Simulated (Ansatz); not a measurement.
`CCCCCCCCCl` and `C#CCCCCCCC` differ in one atom or group.

Ansatz, PBE0-D4/def2-TZVP geometries, multiplicity 1. Each molecule was computed in one conformer, which needn't be the lowest.

| property | `CCCCCCCCCl` |
| --- | --- |
| HOMO–LUMO gap (PBE/def2-TZVPP) / eV | 6.68 |
| size of the dipole moment (PBE/def2-TZVPP) / D | 2.18 |
| LUMO energy (ωB97M-V/def2-TZVPP) / eV | 2.46 |
| HOMO–LUMO gap (ωB97M-V/def2-TZVPP) / eV | 12.98 |
| HOMO energy (ωB97M-V/def2-TZVPP) / eV | -10.52 |
| HOMO–LUMO gap (PBE0/def2-TZVPP) / eV | 9.10 |

Question: What does the change do to each property? (Best estimate.)

Answer: Computed: 
```tsv
property	`C#CCCCCCCC`	shift
HOMO–LUMO gap (PBE/def2-TZVPP) / eV	6.45	-0.23
size of the dipole moment (PBE/def2-TZVPP) / D	1.10	-1.08
LUMO energy (ωB97M-V/def2-TZVPP) / eV	2.38	-0.08
HOMO–LUMO gap (ωB97M-V/def2-TZVPP) / eV	12.26	-0.72
HOMO energy (ωB97M-V/def2-TZVPP) / eV	-9.87	0.65
HOMO–LUMO gap (PBE0/def2-TZVPP) / eV	8.52	-0.58
```

With PBE0 the HOMO rises by 0.63 eV and the LUMO rises by 0.05 eV, so the gap narrows by about 0.58 eV. PBE moves the HOMO by 0.44 eV and ωB97M-V by 0.65 eV. Dipoles are sizes alone; their direction can turn.
